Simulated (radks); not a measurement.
Results of a calculation; reference values are marked as such.
Q: Ionisation of neutral thulium, [Xe] 4f13 6s2, to Tm+, [Xe] 4f13 6s1, under several functionals. Dirac Kohn-Sham, spin-unpolarised, spherical densities, point nucleus; open shells fill j = l - 1/2 first; a radial shooting solver on a logarithmic mesh with Libxc functionals. Known Delta-SCF values: RPBE 6.353 eV. What does BLYP give, and what is its highest occupied eigenvalue?

A: 6.428 eV by Delta-SCF; the 4f7/2 eigenvalue is -2.321 eV. NIST: 6.184 eV (measured).

Beside tabulated values, note that spin-unpolarised runs miss the spin-polarisation part of the exchange energy of open shells.
